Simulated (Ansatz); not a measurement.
Start from `O[B](O)[SbH2]` and change one atom or group to get `C[SiH2]B(O)O`.

Ansatz, PBE0-D4/def2-TZVP geometries, multiplicity 1. Each molecule was computed in one conformer, which needn't be the lowest.

Elements past krypton have def2 core potentials.

```
                                        property  `O[B](O)[SbH2]`
size of the dipole moment (B3LYP/def2-TZVPP) / D             3.39
  size of the dipole moment (PBE/def2-TZVPP) / D             3.36
           LUMO energy (ωB97M-V/def2-TZVPP) / eV             1.41
             HOMO–LUMO gap (PBE/def2-TZVPP) / eV             4.98
              HOMO energy (PBE0/def2-TZVPP) / eV            -6.82
           HOMO energy (ωB97M-V/def2-TZVPP) / eV            -8.87
```

What does the change do to each property? (An estimate is asked.)

Computed: 
```json
{"property": "size of the dipole moment (B3LYP/def2-TZVPP) / D", "`C[SiH2]B(O)O`": "2.13", "shift": "-1.26"}
{"property": "size of the dipole moment (PBE/def2-TZVPP) / D", "`C[SiH2]B(O)O`": "1.95", "shift": "-1.41"}
{"property": "LUMO energy (ωB97M-V/def2-TZVPP) / eV", "`C[SiH2]B(O)O`": "1.66", "shift": "0.25"}
{"property": "HOMO–LUMO gap (PBE/def2-TZVPP) / eV", "`C[SiH2]B(O)O`": "5.49", "shift": "0.51"}
{"property": "HOMO energy (PBE0/def2-TZVPP) / eV", "`C[SiH2]B(O)O`": "-7.81", "shift": "-0.99"}
{"property": "HOMO energy (ωB97M-V/def2-TZVPP) / eV", "`C[SiH2]B(O)O`": "-10.00", "shift": "-1.13"}
```

With PBE0 the HOMO falls by 0.99 eV and the LUMO falls by 0.08 eV, so the gap widens by about 0.91 eV. PBE moves the HOMO by -0.66 eV and ωB97M-V by -1.13 eV. Dipoles are sizes alone; their direction can turn.

B3LYP here is the variant with VWN-RPA as its local correlation; programs differ in this.

Spin–orbit coupling is left out; it splits and shifts lone-pair levels of the heavy atoms by tenths of an eV.
